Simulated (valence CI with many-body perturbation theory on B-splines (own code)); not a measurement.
**S IV: what each term of the Hamiltonian does**

Calculated by valence CI with perturbative core correlation (CI+MBPT): three valence electrons over a frozen Dirac-Fock core [Ne], radial functions for each j: 11 s, 11 p, 9 d, 7 f, 5 g, 2 h, 1 i, with the one-electron correlation potential Σ1, the two-electron term Σ2, the three-electron term Σ3, Breit, model QED; selected CI, second order for the rest, scaled by the run's own slope (own B-spline code, finite nucleus).

Against 64 measured levels this calculation errs by 78 cm⁻¹ on average and by 191 at most. These come from a selection out of NIST levels in Podobedova, Kelleher and Wiese, J. Phys. Chem. Ref. Data 38, 171 (2009). Levels without a partner in it may be off by more.

Each rung adds one term. CI alone is the Dirac-Coulomb CI over the frozen core; QED comes last and gives the full result, which names the levels. Energies are above 3s2.3p 2P°_1/2 on the same rung, in cm⁻¹.

Names give the largest LS component (configuration and term), which can be under half, so a name can repeat, a term be missing and a line seem to break the LS rules; names also repeat where a configuration has a term twice. Letters in brackets count levels of one name in rising energy.

```
               Level  CI alone     Σ1     Σ2    Σ3  Breit   QED    Full
      3s2.3p 2P°_3/2       968    +25   +1.7  +0.4    -45  +2.5     953
       3s.3p2 4P_1/2     70052   +325   +729   +29   -0.7   -51   71082
       3s.3p2 4P_3/2     70401   +334   +729   +29    -17   -50   71426
       3s.3p2 4P_5/2     70964   +348   +729   +29    -47   -49   71974
       3s.3p2 2D_3/2     93414   +465   +238   +12    -40   -41   94048
       3s.3p2 2D_5/2     93470   +467   +235   +13    -48   -40   94096
       3s.3p2 2S_1/2    123765   +597   -646   -48    -32   -48  123588
       3s.3p2 2P_1/2    135095   +650  -1934   -30    -20   -52  133709
       3s.3p2 2P_3/2    135737   +665  -1936   -29    -50   -50  134336
       3s2.3d 2D_3/2    152900   +892  -1464   -99    -81  -2.0  152145
       3s2.3d 2D_5/2    152918   +895  -1465  -100    -88  -1.8  152159
       3s2.4s 2S_1/2    180794  +1878  -1051   -92    -68   +27  181488
         3p3 2D°_3/2    183695   +886   +452   +24    -55   -81  184922
         3p3 2D°_5/2    183796   +888   +451   +24    -64   -80  185015
         3p3 4S°_3/2    196908   +908  -1247  +6.3    -34  -105  196437
    3s.3p.3d 4F°_3/2    202044  +1017   +348   -28    -66   -47  203267
    3s.3p.3d 4F°_5/2    202244  +1023   +346   -28    -80   -46  203459
    3s.3p.3d 4F°_7/2    202529  +1032   +345   -27    -99   -46  203733
    3s.3p.3d 4F°_9/2    202900  +1043   +342   -27   -121   -44  204093
         3p3 2P°_3/2    211004  +1192   -677   -46    -58   -66  211347
         3p3 2P°_1/2    210992  +1233   -700   -49    -56   -63  211356
      3s2.4p 2P°_1/2    212728  +1704   -765   -77    -58   -12  213520
      3s2.4p 2P°_3/2    212917  +1749   -781   -79    -69  -7.5  213729
    3s.3p.3d 4P°_5/2    221527  +1149   -401   -78    -86   -46  222065
    3s.3p.3d 4P°_3/2    221817  +1153   -400   -77    -94   -45  222354
    3s.3p.3d 4P°_1/2    222015  +1157   -394   -77    -98   -45  222559
    3s.3p.3d 4D°_1/2    224018  +1161   -767   -67    -83   -46  224217
    3s.3p.3d 4D°_3/2    224110  +1165   -762   -67    -91   -46  224309
    3s.3p.3d 4D°_5/2    224219  +1169   -762   -67   -100   -45  224413
    3s.3p.3d 4D°_7/2    224312  +1172   -771   -67   -109   -45  224493
3s.3p.3d 2D°_5/2 [a]    233970  +1180  -1369   -53    -89   -60  233578
```

The middle columns are the shifts that each term adds.

Question: How does the ionisation energy move along the ladder, and which term matters most?

Answer: CI alone 47.207, + Σ1 47.521, + Σ2 47.379, + Σ3 47.367, + Breit 47.357, + QED 47.359 eV. The largest step is Σ1, 0.315 eV. NIST lists 47.222 ± 0.012 eV (semi-empirical).
